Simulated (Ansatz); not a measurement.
A structure relaxed at PBE0-D4/def2-TZVP, charge 0, multiplicity 1:

```csv
atom,x (Å),y (Å),z (Å)
C1,-1.559,-0.480,-0.540
O2,-0.676,0.289,0.229
Mo3,1.131,0.438,0.444
F4,1.122,-1.425,0.444
F5,2.836,0.190,-0.211
F6,1.133,1.979,-0.576
S7,1.381,1.045,2.413
H8,-2.545,-0.444,-0.074
H9,-1.202,-1.514,-0.573
H10,-1.622,-0.078,-1.555
```

(1) Give its formula and SMILES.

(2) Summarise the bond lengths by kind.

Results:

(1) CH3F3MoOS, `C[O][Mo]([F])([F])([F])=[S]`.

(2) 1 × C–O 1.401 Å; 3 × C–H 1.091 to 1.095 Å; 1 × Mo–O 1.826 Å; 3 × F–Mo 1.844 to 1.863 Å; 1 × Mo–S 2.075 Å.

Program: Ansatz 0.2.0.
